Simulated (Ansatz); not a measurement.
# 1,1-elimination that frees a divalent centre

Start structure (Si2H3ClF2, singlet), relaxed at PBE0-D4/def2-TZVP:

```csv
atom,x (Å),y (Å),z (Å)
Si1,-0.9556,-0.5209,0.5809
Si2,0.8029,0.5109,-0.5694
Cl3,2.6322,-0.0852,0.0893
F4,0.7318,0.2018,-2.1224
F5,0.7353,2.0879,-0.4253
H6,-1.7753,0.5260,1.2405
H7,-1.7827,-1.2796,-0.3904
H8,-0.3886,-1.4408,1.5969
```

The step: Si₂H₃ClF₂ ([F][Si]([F])([SiH3])[Cl]) → SiH₃Cl ([SiH3][Cl]) + SiF₂; bonds formed: Si1–Cl3; bonds broken: Si1–Si2, Si2–Cl3. Ansatz 0.2.0; basis: def2-TZVPP and def2-QZVPP; cores frozen in the correlated methods. Extrapolation: Hartree–Fock as exp(−7.88 √X), correlation as X^−2.97. Energies below are by CCSD(T) at an estimated basis limit (MP2 extrapolated from triple and quadruple zeta, plus CCSD(T) − MP2 in triple zeta).

Question: What are the electronic barrier and the energy of the step, from the start structure to the end structure? (Judge from chemistry; the value comes from the calculation.)

Answer: The calculation gives: Barrier 206.5 kJ/mol; step energy 136.9 kJ/mol (uphill); reverse barrier, their difference, 69.6 kJ/mol. Barrier and step energy count from the start structure, the reverse barrier from the end structure.

The saddle point: One imaginary mode of 272i cm⁻¹.
```csv
pair,start (Å),saddle (Å),end (Å)
Si1–Cl3,3.65,2.33,2.07
Si1–Si2,2.34,2.54,3.67
Si2–Cl3,2.03,2.33,3.06
```

Zero-point energy (harmonic, PBE0-D4): ZPE is 86.5 kJ/mol at the start and 84.7 kJ/mol at the saddle, so the barrier goes from 206.5 to 204.6 kJ/mol.

No T1 diagnostic of these runs exceeds 0.014. The start structure is not quite a true minimum (one mode of 90i cm⁻¹).

Losses and insertions of silylenes and their heavier kin drive the gas-phase chemistry of silicon and germanium vapour deposition.

Labels in which every atom is bracketed show which atoms are joined, not bond orders.

For scale, one of the runs: CCSD(T)/def2-TZVPP, 230 basis functions (an equivalent command: `ansatz run in.yaml --threads 4`). Time: 2 min of wall clock on 4 CPU threads; the host was shared. Peak host memory: 3.7 GiB.
